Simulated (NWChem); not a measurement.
Program: NWChem. System: CH₇Si₂, charge 1, spin multiplicity 1, at the geometry of a parent with another charge or spin, in a state set for the comparison that need not be this species' ground state. Level: CAM-B3LYP/def2-SVPD.

Part of the output:

```
             Northwest Computational Chemistry Package (NWChem) 7.3.0
             --------------------------------------------------------

                                NWChem Input Module
                                -------------------

 Scaling coordinates for geometry "geometry" by  1.889725989
 (inverse scale =  0.529177249)

                             Geometry "geometry" -> ""
                             -------------------------

 Output coordinates in angstroms (scale by  1.889725989 to convert to a.u.)

  No.       Tag          Charge          X              Y              Z
 ---- ---------------- ---------- -------------- -------------- --------------
    1 Si                  14.0000     1.62412100     0.36028800     0.06295300
    2 C                    6.0000     0.10653300    -0.69477400    -0.35891900
    3 Si                  14.0000    -1.57468000    -0.01611600     0.18270000
    4 H                    1.0000     2.89895300    -0.32558700    -0.31833900
    5 H                    1.0000     1.55799900     1.70036100    -0.59913300
    6 H                    1.0000     0.08537500    -0.84515300    -1.45515400
    7 H                    1.0000     0.24118400    -1.69292200     0.09324500
    8 H                    1.0000    -2.67110900    -0.93353000    -0.24865700
    9 H                    1.0000    -1.81581500     1.32568200    -0.42544500
   10 H                    1.0000    -1.62796500     0.12137400     1.66784000

 Effective nuclear repulsion energy (a.u.)     140.2164564584

            Nuclear Dipole moment (a.u.)
            ----------------------------
        X                 Y               Z
 ---------------- ---------------- ----------------
    -0.0000113384    -0.0000207870    -0.0000283459


 Summary of "ao basis" -> "" (spherical)
 ------------------------------------------------------------------------------
       Tag                 Description            Shells   Functions and Types
 ---------------- ------------------------------  ------  ---------------------
 *                         def2-svpd                  on all atoms

                                 NWChem DFT Module
                                 -----------------

 Summary of "ao basis" -> "ao basis" (spherical)
 ------------------------------------------------------------------------------
       Tag                 Description            Shells   Functions and Types
 ---------------- ------------------------------  ------  ---------------------
 Si                        def2-svpd                10       24   5s3p2d
 C                         def2-svpd                 8       20   4s2p2d
 H                         def2-svpd                 4        8   2s2p

 Summary of "ao basis" -> "ao basis" (spherical)
 ------------------------------------------------------------------------------
       Tag                 Description            Shells   Functions and Types
 ---------------- ------------------------------  ------  ---------------------
 Si                        def2-svpd                10       24   5s3p2d
 C                         def2-svpd                 8       20   4s2p2d
 H                         def2-svpd                 4        8   2s2p

  int_init: cando_txs set to always be  F

            General Information
            -------------------
          SCF calculation type: DFT
          Wavefunction type:  closed shell.
          No. of atoms     :    10
          No. of electrons :    40
           Alpha electrons :    20
            Beta electrons :    20
          Charge           :     1
          Spin multiplicity:     1
          Use of symmetry is: off; symmetry adaption is: off
          Maximum number of iterations: 100
          This is a Direct SCF calculation.
          AO basis - number of functions:   124
                     number of shells:    56
          Convergence on energy requested:  1.00D-06
          Convergence on density requested:  1.00D-05
          Convergence on gradient requested:  5.00D-04

              XC Information
              --------------
                     Hartree-Fock (Exact) Exchange  1.000
                   CAM-Becke88 Exchange Functional  1.000
[...]
          Convergence Information
          -----------------------
          Convergence aids based upon iterative change in
          total energy or number of iterations.
          Levelshifting, if invoked, occurs when the
          HOMO/LUMO gap drops below (HL_TOL):  1.00D-02
          DIIS, if invoked, will attempt to extrapolate
          using up to (NFOCK): 10 stored Fock matrices.

                    Damping( 0%)  Levelshifting(0.5)       DIIS
                  --------------- ------------------- ---------------
          dE  on:    start            ASAP                start
          dE off:    2 iters        100 iters           100 iters

      Screening Tolerance Information
      -------------------------------
          Density screening/tol_rho:  1.00D-10
          AO Gaussian exp screening on grid/accAOfunc:  14
          CD Gaussian exp screening on grid/accCDfunc:  20
          XC Gaussian exp screening on grid/accXCfunc:  20
          Schwarz screening/accCoul:  1.00D-08

      Superposition of Atomic Density Guess
      -------------------------------------

 Sum of atomic energies:        -618.59775486

 Renormalizing density from      41.00 to     40

      Non-variational initial energy
      ------------------------------

 Total energy =    -610.171898
 1-e energy   =   -1105.864871
 2-e energy   =     355.476516
 HOMO         =      -0.631435
 LUMO         =      -0.390590

   convergence    iter        energy       DeltaE   RMS-Dens  Diis-err    time
 ---------------- ----- ----------------- --------- --------- ---------  ------
 d= 0,ls=0.0,diis     1   -620.6218844799 -7.61D+02  1.13D-02  9.20D-01     8.9
 d= 0,ls=0.0,diis     2   -620.6652501384 -4.34D-02  4.78D-03  3.18D-01    17.1
 d= 0,ls=0.0,diis     3   -620.7059269337 -4.07D-02  1.29D-03  4.93D-02    26.0
 d= 0,ls=0.0,diis     4   -620.7124810668 -6.55D-03  2.98D-04  4.32D-04    34.8
 d= 0,ls=0.0,diis     5   -620.7125615487 -8.05D-05  7.21D-05  2.70D-05    43.6
  Resetting Diis
 d= 0,ls=0.0,diis     6   -620.7125696762 -8.13D-06  2.19D-05  1.53D-06    52.5
 d= 0,ls=0.0,diis     7   -620.7125706680 -9.92D-07  7.90D-06  1.60D-07    61.3

         Total DFT energy =     -620.712570667990
      One electron energy =    -1127.225924979562
           Coulomb energy =      415.765099432437
    Exchange-Corr. energy =      -49.468201579214
 Nuclear repulsion energy =      140.216456458350

 Numeric. integr. density =       40.000024421718

     Total iterative time =     60.7s

                       DFT Final Molecular Orbital Analysis
                       ------------------------------------

 Vector   18  Occ=2.000000D+00  E=-5.773716D-01
              MO Center= -3.9D-01, -2.7D-01, -3.6D-02, r^2= 3.3D+00
   Bfn.  Coefficient  Atom+Function         Bfn.  Coefficient  Atom+Function
  ----- ------------  ---------------      ----- ------------  ---------------
    29      0.384628   2 C  px               32      0.228040   2 C  px
    53     -0.215965   3 Si px               48      0.173127   3 Si s
   117      0.158396  10 H  s                56     -0.147816   3 Si px
    30     -0.144812   2 C  py               69     -0.138266   4 H  s
   109      0.132703   9 H  s                50      0.123357   3 Si px

 Vector   19  Occ=2.000000D+00  E=-5.558211D-01
              MO Center= -1.6D+00,  3.8D-01,  5.0D-01, r^2= 2.4D+00
   Bfn.  Coefficient  Atom+Function         Bfn.  Coefficient  Atom+Function
  ----- ------------  ---------------      ----- ------------  ---------------
   117      0.337792  10 H  s               109     -0.302902   9 H  s
    58      0.271170   3 Si pz               55      0.263098   3 Si pz
    52     -0.150314   3 Si pz               54     -0.120413   3 Si py
    57     -0.116403   3 Si py              118      0.088484  10 H  s
    85      0.083845   6 H  s                31     -0.081250   2 C  pz

 Vector   20  Occ=2.000000D+00  E=-5.495376D-01
              MO Center= -1.9D+00, -2.5D-01, -4.9D-02, r^2= 2.9D+00
   Bfn.  Coefficient  Atom+Function         Bfn.  Coefficient  Atom+Function
  ----- ------------  ---------------      ----- ------------  ---------------
   101      0.371818   8 H  s                57     -0.278665   3 Si py
    54     -0.236091   3 Si py              109     -0.212267   9 H  s
    56     -0.175378   3 Si px               53     -0.144056   3 Si px
    51      0.134531   3 Si py              117     -0.128183  10 H  s
    12     -0.119638   1 Si px                9     -0.098891   1 Si px

 Vector   21  Occ=0.000000D+00  E=-3.360807D-01
              MO Center=  1.6D+00,  3.9D-01,  4.0D-01, r^2= 2.5D+00
   Bfn.  Coefficient  Atom+Function         Bfn.  Coefficient  Atom+Function
  ----- ------------  ---------------      ----- ------------  ---------------
    14      0.521621   1 Si pz               11      0.412525   1 Si pz
     3      0.262731   1 Si s                 4      0.232412   1 Si s
     8     -0.211410   1 Si pz               86      0.204672   6 H  s
     2      0.139063   1 Si s                69     -0.129863   4 H  s
    85      0.127117   6 H  s                77     -0.121122   5 H  s

 Vector   22  Occ=0.000000D+00  E=-1.468575D-01
              MO Center=  1.2D+00,  1.4D-01,  1.9D-02, r^2= 6.2D+00
   Bfn.  Coefficient  Atom+Function         Bfn.  Coefficient  Atom+Function
  ----- ------------  ---------------      ----- ------------  ---------------
    28      1.297688   2 C  s                 4     -0.739596   1 Si s
    48     -0.571650   3 Si s                 5      0.358223   1 Si s
    94     -0.342088   7 H  s                12     -0.298758   1 Si px
    20     -0.293701   1 Si d -2             26     -0.289136   2 C  s
    86     -0.290488   6 H  s                49      0.218206   3 Si s

 Vector   23  Occ=0.000000D+00  E=-1.301071D-01
              MO Center=  1.1D+00,  3.1D-01,  2.6D-01, r^2= 5.6D+00
   Bfn.  Coefficient  Atom+Function         Bfn.  Coefficient  Atom+Function
  ----- ------------  ---------------      ----- ------------  ---------------
     5      0.641432   1 Si s                28     -0.566898   2 C  s
     4     -0.485762   1 Si s                70      0.358674   4 H  s
    12     -0.318154   1 Si px               21      0.319178   1 Si d -1
    13      0.311854   1 Si py               49      0.233712   3 Si s
     3     -0.217471   1 Si s                69      0.201723   4 H  s

 center of mass
 --------------
 x =   0.03325050 y =   0.01604138 z =   0.03199279

 moments of inertia (a.u.)
 ------------------
          96.216274937231         -61.792448077715          31.894467285335
         -61.792448077715         627.337372159092         -12.718180827441
          31.894467285335         -12.718180827441         664.816795804507

     Multipole analysis of the density
     ---------------------------------

     L   x y z        total         alpha         beta         nuclear
     -   - - -        -----         -----         ----         -------
     0   0 0 0      1.000000    -20.000000    -20.000000     41.000000

     1   1 0 0      2.101673      1.050842      1.050842     -0.000011
     1   0 1 0      0.199523      0.099772      0.099772     -0.000021
     1   0 0 1      0.186237      0.093133      0.093133     -0.000028

     2   2 0 0    -14.114199   -177.915612   -177.915612    341.717025
     2   1 1 0      2.179432    -15.367389    -15.367389     32.914210
     2   1 0 1      1.317219     11.482933     11.482933    -21.648647
     2   0 2 0    -22.556415    -36.165582    -36.165582     49.774749
     2   0 1 1      0.901785     -2.762982     -2.762982      6.427749
     2   0 0 2    -21.696772    -23.180560    -23.180560     24.664349

 Task  times  cpu:       61.3s     wall:       61.3s

 Total times  cpu:       61.3s     wall:       61.3s
```

### Question
Write an NWChem input that would produce this output.

### Answer
This is not unique; one that fits is 
```
start mol
memory heap 200 mb stack 900 mb global 1100 mb
charge 1
geometry units angstroms nocenter noautoz noautosym
  Si     1.624121     0.360288     0.062953
  C      0.106533    -0.694774    -0.358919
  Si    -1.574680    -0.016116     0.182700
  H      2.898953    -0.325587    -0.318339
  H      1.557999     1.700361    -0.599133
  H      0.085375    -0.845153    -1.455154
  H      0.241184    -1.692922     0.093245
  H     -2.671109    -0.933530    -0.248657
  H     -1.815815     1.325682    -0.425445
  H     -1.627965     0.121374     1.667840
end
basis spherical
  * library def2-svpd
end
dft
  xc xcamb88 1.00 lyp 0.81 vwn_5 0.19 hfexch 1.00
  cam 0.33 cam_alpha 0.19 cam_beta 0.46
  direct
  iterations 100
end
task dft energy
```
